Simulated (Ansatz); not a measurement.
A nudged elastic band was laid between two geometries of CH6Ge + ClH (10 atoms, charge 0, multiplicity 1).

These are results of Ansatz 0.2.0, RHF/def2-TZVP, not measurements.

| Property | Result |
| --- | --- |
| movable images | 5 |
| climbing image | yes |
| spring | 5.0 eV/Å² |
| optimiser | quadratic models (default) |
| start path | through a guess of the saddle point |
| force threshold | 0.05 eV/Å |
| iteration limit | 60 |
| end points | relaxed |

Image 0:

```xyz
10
Properties=species:S:1:pos:R:3
Ge -0.199 0.567 0.052
C -0.094 0.540 2.012
H -1.077 0.381 2.441
H 0.561 -0.256 2.343
H 0.293 1.482 2.383
H 1.195 0.789 -0.561
H -1.126 1.702 -0.419
H -0.760 -0.766 -0.474
Cl 1.891 -3.653 1.796
H 0.772 -4.196 2.032
```

Image 6:

```xyz
10
Properties=species:S:1:pos:R:3
Ge 0.078 -0.580 -1.110
C 0.177 0.051 3.397
H -0.872 0.182 3.160
H 0.307 0.075 4.472
H 0.752 0.853 2.950
H 1.225 0.278 -0.580
H -1.237 -0.266 -0.399
H -0.059 -0.462 -2.627
Cl 0.566 -2.640 -0.671
H 0.520 -0.901 3.012
```

What changes between the two ends?

Bonds broken: Ge1–C2, Cl9–H10. Bonds formed: Ge1–Cl9, C2–H10. CH6Ge + ClH becomes CH4 + ClGeH3.

Give the energies along the band, and the barrier.

The forces met the threshold. The highest image is number 3 of 0 to 6, 2.30 eV above the first end and 3.42 eV above the last; the last end lies 1.11 eV below the first. A structure lower than the first end lies on the path between it and the top, so the climb from that side starts below the end, which may itself be a saddle point or a shallow side well. Neighbouring images differ by up to 2.5 eV, so the band resolves the path poorly. A vibrational analysis at the climbing image gives one clearly imaginary mode, 809i cm⁻¹: a first-order saddle point. The orbitals stay closed-shell, which can raise the energy where a bond breaks towards radicals; this wasn't checked here.

| image | path coordinate (Å) | energy (eV) | Ge1–C2 (Å) | Cl9–H10 (Å) | Ge1–Cl9 (Å) |
| --- | --- | --- | --- | --- | --- |
| 0 | 0.00 | 0.00 | 1.96 | 1.27 | 5.02 |
| 1 | 1.68 | -0.01 | 1.96 | 1.27 | 4.51 |
| 2 | 3.36 | 0.13 | 1.97 | 1.27 | 3.91 |
| 3 | 5.04 | 2.30 | 2.20 | 1.81 | 3.01 |
| 4 | 6.84 | -0.18 | 3.16 | 2.23 | 2.22 |
| 5 | 8.63 | -1.08 | 4.09 | 3.10 | 2.16 |
| 6 | 10.43 | -1.11 | 4.55 | 4.07 | 2.16 |

What is the geometry of the highest image?


```xyz
10
Properties=species:S:1:pos:R:3
Ge 0.002 -0.048 0.028
C 0.001 -0.114 2.230
H -1.074 -0.047 2.306
H 0.349 -0.731 3.054
H 0.485 0.847 2.324
H 1.414 0.132 -0.480
H -0.747 1.293 0.065
H -0.879 -1.148 -0.520
Cl 1.371 -2.544 1.005
H 0.535 -1.053 1.593
```

Run time: 2.1 min on 4 threads of Arm Neoverse V1 (shared host), peak memory 0.42 GiB.
